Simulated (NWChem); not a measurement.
**Correlation energy of hydronium (H3O (+1))**

SMILES: [OH3+]
```xyz
4

O      0.0000     0.0774     0.0000
H     -0.4720    -0.2067     0.8177
H     -0.4720    -0.2067    -0.8177
H      0.9443    -0.2062     0.0000
```
Charge +1, spin multiplicity 1.

Program: NWChem. All single points use one geometry, from B3LYP/def2-SVP, a minimum by its harmonic frequencies.

Basis set: 6-311G**. Each correlation energy counts from its own Hartree-Fock reference.

The correlated methods keep 1 core orbital frozen. The Pople sets run with spherical d functions. Coupled-cluster values serve here as a point of comparison, not as the truth.

**Question.** For the correlation energy, CCSDT gives -232.3 mHa and CR-CCSD(T) gives -231.6 mHa. What do CCSD give?

**Answer.** CCSD: -227.5 mHa.
